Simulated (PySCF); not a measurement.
A PySCF script (with the pyscf-properties extension) for the NMR shieldings of SMILES [SiH3]N([SiH3])C1C[SiH2]C1, C3H13NSi3, on a PBE0-D3(BJ)/def2-SVP geometry:

```python
import basis_set_exchange as bse
import numpy as np
from pyscf import gto, dft
from pyscf.prop import nmr

atoms = """
Si    1.303023    1.384768   -1.178809
N     1.056194    0.135484    0.018176
Si    2.343027   -0.782421    0.762704
C    -0.297023   -0.228130    0.435897
C    -1.339006    0.911589    0.571065
Si   -2.659992   -0.398220    0.188166
C    -1.081501   -1.207093   -0.481757
H     1.050168    2.765557   -0.658907
H     0.399454    1.188396   -2.357446
H     2.722617    1.296917   -1.627089
H     2.147099   -2.252467    0.550395
H     2.373144   -0.557479    2.243746
H     3.644617   -0.362245    0.169457
H    -0.227359   -0.705460    1.433056
H    -1.299041    1.505512    1.493801
H    -1.281164    1.600192   -0.290495
H    -3.763645   -0.050085   -0.755640
H    -3.233536   -1.062751    1.397022
H    -0.845676   -2.273700   -0.368214
H    -0.940674   -0.922032   -1.538313
"""
names = dict.fromkeys(["Si", "N", "C", "H"], "pcSseg-1")
basis = {el: gto.basis.parse(bse.get_basis(n, elements=[el], fmt="nwchem")) for el, n in names.items()}
mol = gto.M(atom=atoms, basis=basis, charge=0, verbose=0)
mf = dft.RKS(mol, xc="HYB_GGA_XC_MPW1PW")
mf.grids.level = 2
mf.grids.alignment = dft.numint.BLKSIZE   # the property module wants whole blocks of grid points
mf.conv_tol = 1e-9
mf.kernel()

calc = nmr.RKS(mf)   # GIAO
C = mf.mo_coeff
Co = C[:, mf.mo_occ > 0]
resp = mf.gen_response(singlet=True, hermi=2)
def vind(x):   # induced exchange potential for any number of trial vectors
    d = np.einsum("pi,xij,qj->xpq", C, 2 * x.reshape(-1, C.shape[1], Co.shape[1]), Co, optimize=True)
    return np.einsum("xpq,pi,qj->xij", resp(d - d.transpose(0, 2, 1)), C, Co, optimize=True).ravel()
mo1, _ = nmr.rhf.solve_mo1(calc, with_cphf=vind)
sigma = calc.kernel(mo1)
for i, s in enumerate(sigma):   # ppm
    w = np.linalg.eigvalsh((s + s.T) / 2)
    print("%2d %-2s iso %8.1f  s11 %8.1f  s22 %8.1f  s33 %8.1f" % (i, mol.atom_pure_symbol(i), w.mean(), *w))
```

Q: What does it print?

A: 
```
 0 Si iso    409.9  s11    369.8  s22    389.0  s33    470.9
 1 N  iso    231.5  s11    183.5  s22    219.6  s33    291.5
 2 Si iso    397.4  s11    348.9  s22    367.4  s33    475.9
 3 C  iso    129.0  s11    101.3  s22    128.6  s33    157.1
 4 C  iso    161.0  s11    139.6  s22    155.7  s33    187.7
 5 Si iso    402.2  s11    365.9  s22    416.1  s33    424.5
 6 C  iso    163.9  s11    140.0  s22    160.9  s33    190.9
 7 H  iso     26.7  s11     23.2  s22     24.6  s33     32.3
 8 H  iso     26.5  s11     22.8  s22     25.4  s33     31.3
 9 H  iso     26.8  s11     23.2  s22     25.7  s33     31.6
10 H  iso     26.7  s11     22.8  s22     25.2  s33     32.1
11 H  iso     26.7  s11     23.0  s22     24.9  s33     32.3
12 H  iso     26.7  s11     22.8  s22     25.5  s33     31.7
13 H  iso     28.0  s11     23.5  s22     29.9  s33     30.6
14 H  iso     29.8  s11     26.0  s22     26.4  s33     36.9
15 H  iso     29.7  s11     26.0  s22     29.8  s33     33.3
16 H  iso     26.9  s11     23.5  s22     24.3  s33     32.9
17 H  iso     27.0  s11     24.0  s22     25.0  s33     32.2
18 H  iso     29.7  s11     25.4  s22     27.3  s33     36.5
19 H  iso     29.7  s11     26.5  s22     29.3  s33     33.3
```

These numbers come from an equivalent density-fitted implementation of the same equations, which agrees with the script to about 0.01 ppm for H and up to a few tenths of a ppm for heavy atoms, so last digits may differ.

Q: Turn these shieldings into chemical shifts. Scale: 29Si (350.83 ppm) and 13C (183.54 ppm) and 1H (31.32 ppm) against TMS; 15N (264.17 ppm) vs NH3 (reference shieldings calculated alike).

A: Averaging equivalent atoms: Si 5: -51.3; Si 0/2: -52.8; N 1: 32.7; C 3: 54.5; C 4/6: 21.1; H 7/8/9/10/11/12: 4.63; H 16: 4.40; H 17: 4.27; H 13: 3.31; H 15/19: 1.59; H 14/18: 1.58 ppm. Experimental scales use liquid or dissolved standards, which lie at an offset from isolated NH3 (liquid NH3: subtract about 20 ppm).

Size and cost of the density-fitted run: 205 basis functions, 60 s wall time on 1 thread of an Arm Neoverse N1, shared host; peak memory 0.98 GiB.
